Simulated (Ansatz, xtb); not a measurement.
**Relative energy of two conformers of BClH2IOSi**

Structure a is `BO[Si](Cl)I`, a doublet and structure b is `BO[Si](Cl)I`, a doublet. Both are isolated molecules in the gas phase, relaxed with r2SCAN-D4/def2-SVP.

a (Å):

```xyz
7

B     0.2510   -1.7647   -0.9363
Cl    1.0460    2.2242   -2.1325
I     0.4173    1.8255    1.5323
O     0.1858   -0.4073   -0.9909
Si    1.2037    0.8592   -0.5884
H     1.2675   -2.3106   -0.5659
H    -0.7330   -2.3781   -1.2724
```

b (Å):

```yaml
atoms:
  - { symbol: B, position_ang: [-0.1003, 0.1210, 1.9003] }
  - { symbol: Cl, position_ang: [3.2882, -0.8742, -0.4530] }
  - { symbol: I, position_ang: [0.3596, 0.9608, -1.8970] }
  - { symbol: O, position_ang: [1.1489, 0.1602, 1.3620] }
  - { symbol: Si, position_ang: [1.9341, 0.6281, -0.0294] }
  - { symbol: H, position_ang: [-0.1885, -0.2016, 3.0607] }
  - { symbol: H, position_ang: [-1.0620, 0.4016, 1.2205] }
```

Problem. Estimate E(b) − E(a) at the level CCSD(T)/def2-SVP + ΔMP2/def2-TZVPP.

Solution. Too close to call at this level: CCSD(T)/def2-SVP + ΔMP2/def2-TZVPP gives E(b) − E(a) = −0.25 kcal/mol.

How the difference moves with the method:

| level | geometry | E(b) − E(a) (kcal/mol) | departure from the last row (kcal/mol) | job, with rough time for the two |
| --- | --- | --- | --- | --- |
| r2SCAN-D4/def2-SVP | r2SCAN-D4/def2-SVP | −0.01 | +0.24 | optimisation, 6.9 min |
| HF/def2-SVP | r2SCAN-D4/def2-SVP | +0.11 | +0.35 | part of the CCSD(T) run |
| MP2/def2-SVP | r2SCAN-D4/def2-SVP | +0.13 | +0.38 | part of the CCSD(T) run |
| CCSD(T)/def2-SVP | r2SCAN-D4/def2-SVP | +0.19 | +0.43 | single point |
| CCSD(T)/def2-SVP + ΔMP2/def2-TZVPP | r2SCAN-D4/def2-SVP | −0.25 |  | single point, 98 s |

The largest departure from CCSD(T)/def2-SVP + ΔMP2/def2-TZVPP is that of CCSD(T)/def2-SVP, 0.43 kcal/mol. Levels run at GFN2-xTB geometries aren't shown. The last row adds to CCSD(T) the change of the MP2 difference between the two basis sets, here −0.43 kcal/mol.

With harmonic frequencies from r2SCAN-D4/def2-SVP (ideal gas, rigid rotor, one conformer each, 400 K, 1 atm): on the last row, ΔE + ΔZPE = −0.22 kcal/mol. A mode under 50 cm⁻¹ makes harmonic enthalpies and free energies unreliable, so none is given.

Open shells are spin-unrestricted. The correlated steps freeze 16 core orbitals; the filled d shell of I is correlated, in a basis made for valence electrons. Atoms past krypton carry core potentials in the def2 sets and no spin–orbit term is included. Programs: Ansatz 0.2.0; the last row on 2 threads of Arm Neoverse V1 on a shared host.
